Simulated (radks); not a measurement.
The numbers below are computed, except where a source is named.
All-electron atom: Se I in [Ar] 3d10 4s2 4p4.

Level of theory: Dirac Kohn-Sham, PBE, spin-unpolarised, spherical densities, point nucleus; open shells fill j = l - 1/2 first (a radial shooting solver on a logarithmic mesh with Libxc functionals).

Energy parts (eV):
part                       energy
total                  -66126.940
kinetic                 67712.635
electron-nucleus      -159666.978
Hartree                 28219.413
exchange-correlation    -2392.010

Orbitals (lengths in bohr, moments of r in powers of bohr; <r^-3> diverges for s and p1/2; r(max) is where P^2 peaks):
| orbital | occ. | eigenvalue (eV) | <1/r> | <r> | r(max) | <r^-3> |
|---|---|---|---|---|---|---|
| 1s1/2 | 2 | -12500.87 | 34.56 | 0.04408 | 0.02880 | - |
| 2s1/2 | 2 | -1606.362 | 7.685 | 0.1957 | 0.1645 | - |
| 2p1/2 | 2 | -1441.015 | 7.650 | 0.1685 | 0.1296 | - |
| 2p3/2 | 4 | -1399.255 | 7.414 | 0.1723 | 0.1327 | 1177 |
| 3s1/2 | 2 | -213.3321 | 2.499 | 0.5739 | 0.5024 | - |
| 3p1/2 | 2 | -156.7952 | 2.378 | 0.5824 | 0.4947 | - |
| 3p3/2 | 4 | -150.9227 | 2.321 | 0.5930 | 0.5033 | 167.0 |
| 3d3/2 | 4 | -53.5433 | 2.040 | 0.6281 | 0.4513 | 20.39 |
| 3d5/2 | 6 | -52.6489 | 2.025 | 0.6325 | 0.4540 | 19.75 |
| 4s1/2 | 2 | -17.2257 | 0.7380 | 1.797 | 1.512 | - |
| 4p1/2 | 2 | -6.7203 | 0.5819 | 2.271 | 1.787 | - |
| 4p3/2 | 2 | -6.3464 | 0.5680 | 2.323 | 1.823 | 10.64 |

The highest occupied level is 4p3/2 at -6.346 eV. Summed over all electrons, <r^2> = 40.93 bohr^2, which gives a Langevin (diamagnetic) susceptibility term of -32.4 x 10^-6 cm^3/mol. For comparison, the ionisation energy in NIST's Atomic Spectra Database is 9.752 eV (measured). In exact Kohn-Sham theory the highest level is minus the ionisation energy, but local and semilocal functionals leave it too shallow, through self-interaction and a potential that decays too fast; potentials with the right tail come closer.

Beside tabulated values, note that spin-unpolarised runs miss the spin-polarisation part of the exchange energy of open shells.
